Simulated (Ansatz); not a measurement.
The same path of C$_{3}$H$_{9}$NSi (14 atoms, charge 0, multiplicity 1) was run twice with different band settings. The coordinate that changes most is the dihedral H6–C1–C2–Si3.

The calculation used Ansatz, RKS PBE0-D4/STO-3G.

Relaxed end points:

```xyz
14
Properties=species:S:1:pos:R:3
C -0.667 -0.650 1.294
C -0.169 -0.286 -0.129
Si 1.705 -0.030 -0.152
C -0.875 0.971 -0.639
N -1.492 1.155 -1.775
H -0.460 0.164 2.001
H -0.169 -1.557 1.661
H -1.751 -0.832 1.294
H -0.416 -1.114 -0.813
H 2.049 1.079 0.703
H 2.353 -1.226 0.332
H 2.146 0.243 -1.498
H -0.846 1.835 0.050
H -1.421 0.221 -2.301
```

```xyz
14
Properties=species:S:1:pos:R:3
C -0.649 -0.667 1.294
C -0.144 -0.301 -0.126
Si 1.706 0.093 -0.112
C -0.928 0.888 -0.684
N -1.531 0.999 -1.837
H -0.093 -1.524 1.697
H -1.715 -0.930 1.275
H -0.520 0.178 1.984
H -0.313 -1.161 -0.794
H 1.946 1.240 0.727
H 2.427 -1.042 0.411
H 2.158 0.372 -1.454
H -0.979 1.767 -0.016
H -1.379 0.060 -2.337
```

Common settings: movable images 7; climbing image yes; spring 5.0 eV/Å²; start path through a guess of the saddle point; force threshold 0.05 eV/Å; iteration limit 60; end points relaxed.

| run | optimiser | largest step |
| --- | --- | --- |
| 1 | quadratic models (default) | default |
| 2 | fire | 0.5 Å |

What does each run give, and how far can it be trusted?

Run 1: converged after 14 iterations, highest image 0.131 eV above the first end. A vibrational analysis at the climbing image gives one clearly imaginary mode, 227i cm⁻¹: a first-order saddle point.
Run 2: converged after 49 iterations, highest image 0.151 eV above the first end. The order of the stationary point at the top wasn't checked.
Limits of this set-up: minimal basis.
